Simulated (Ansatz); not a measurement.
Consider the atomization: `C[CH](C)[AlH][Cl]` → Al• + 3 C• + Cl• + 8 H•.

Computed with Ansatz on PBE0-D4/def2-TZVP structures; ΔE is electronic, products minus reactants. CCSD(T)/CBS adds triple-zeta CCSD(T) − MP2 to the extrapolated MP2 energy (def2 sets, frozen cores). This one scheme is used for every species, atoms too. Functionals use def2-TZVPP. Open shells (•) are unrestricted, without spin–orbit coupling. Spin–orbit coupling would lower the free atoms: a little for Al, C, Cl. Each species was taken in one conformer, which may not be the lowest.

`C[CH](C)[AlH][Cl]`:

Cartesian coordinates in Å:
```
C 0.786 1.214 0.209
C -0.174 0.037 0.361
C -1.384 0.167 -0.566
Al 0.675 -1.720 0.189
Cl 2.746 -1.901 0.530
H 1.639 1.143 0.887
H 1.188 1.273 -0.808
H 0.278 2.165 0.407
H -0.551 0.044 1.397
H -2.092 -0.658 -0.449
H -1.082 0.190 -1.618
H -1.930 1.098 -0.373
H -0.100 -3.053 -0.167
```

CCSD(T)/CBS gives +49.32 eV.

Problem. Another level gave +47.97 eV. Which?
A. r2SCANh-D4/def2-TZVPP
B. ωB97X-V/def2-TZVPP
C. BHLYP-D4/def2-TZVPP
D. BHLYP/def2-TZVPP

Solution. D. BHLYP 47.97, ωB97X-V 49.39, BHLYP-D4 48.32, r2SCANh-D4 49.29 eV.

Largest T1 diagnostic among the species: 0.018.

From r2SCAN to r2SCAN0 (25 % exact exchange), in def2-TZVPP and without D4, ΔE moves by −0.40 eV: exact exchange takes away binding that semilocal exchange gives to molecules. In def2-TZVPP, CCSD(T) changes the Hartree–Fock value by +10.52 eV (the triples alone add +0.56 eV) and MP2 by +11.02 eV; breaking electron pairs costs correlation energy, which Hartree–Fock lacks. Leaving LDA and LC-ωPBE aside and taking each functional with its dispersion term where it has one, the values, not all of them listed here, spread over 1.49 eV, from BHLYP-D4 to PBE-D4. LDA lies +5.75 eV from PBE without D4, its usual overbinding.

For atomizations the MP2-based limit and the directly extrapolated one differ by several kJ/mol either way, and by 10 to 25 for some Ge, Se and Sn compounds, so smaller differences from it don't rank the levels.
